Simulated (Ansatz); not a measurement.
## Which isomer of H3OSn+ gives these data?

These gas-phase data were calculated for one isomer of H3OSn+ at r2SCAN-D4/def2-SVP (harmonic, unscaled wavenumbers; equilibrium rotational constants with average atomic masses):

| Quantity | Value |
| --- | --- |
| rotational constants | 91.46, 8.609, 7.868 GHz |
| all wavenumbers above 1500 cm⁻¹ | 3769, 2050, 1968 |

Candidates:

(1) `[OH2+][SnH]`, a singlet
(2) `[OH][SnH2+]`, a singlet

**Question.** Which candidate do the data belong to?

**Answer.** Candidate (2). 1 mode lies between 3300 and 4000 cm⁻¹, one for each O–H bond, while (1) has 2.

The same quantities for all candidates:

|  | rotational constants (GHz) | wavenumbers above 1500 cm⁻¹ | E above the lowest, r2SCAN-D4/def2-SVP (kcal/mol) |
| --- | --- | --- | --- |
| (1) | 116.6, 5.934, 5.646 | 3829, 3734, 1799, 1609 | 0.0 |
| (2) | 91.46, 8.609, 7.868 | 3769, 2050, 1968 | 35.0 |

Each candidate is one conformer. Atoms past krypton carry core potentials. Programs: Ansatz 0.2.0.
